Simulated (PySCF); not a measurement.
**Working out the ionisation energy of Se²⁺**

Se²⁺ [Ar] 3d10 4s2 4p2 (3P) → Se³⁺ [Ar] 3d10 4s2 4p1 (2P). All numbers are calculated (PySCF 2.14, a scalar-relativistic core potential, in aug-cc-pwCVTZ-PP with ECP10MDF (8s7p6d4f1g, 96 functions)). Frozen: nothing. Energies in hartree (1 hartree = 27.21139 eV):

```csv
part,Se²⁺ (lower),Se³⁺ (upper)
UHF,-370.783264,-369.644269
MP2 opposite-spin,-0.571319,-0.559684
MP2 same-spin,-0.269674,-0.258897
```

What does Hartree-Fock give?

(-369.644269) − (-370.783264) = 1.138995 hartree = 30.994 eV.

What do MP2 and SCS-MP2 (6/5 opposite-spin, 1/3 same-spin) give?

The opposite-spin parts differ by 0.317 eV and the same-spin parts by 0.293 eV. MP2: 30.994 + (0.317) + (0.293) = 31.604 eV. SCS-MP2: 30.994 + 1.2 × (0.317) + (0.293)/3 = 31.472 eV.

Reference: 31.697 ± 0.019 eV (measured; NIST Atomic Spectra Database, ionization energies), between the lowest levels; spin-orbit coupling is absent from the calculation.

What remains against the reference includes basis incompleteness and correlation beyond second order.
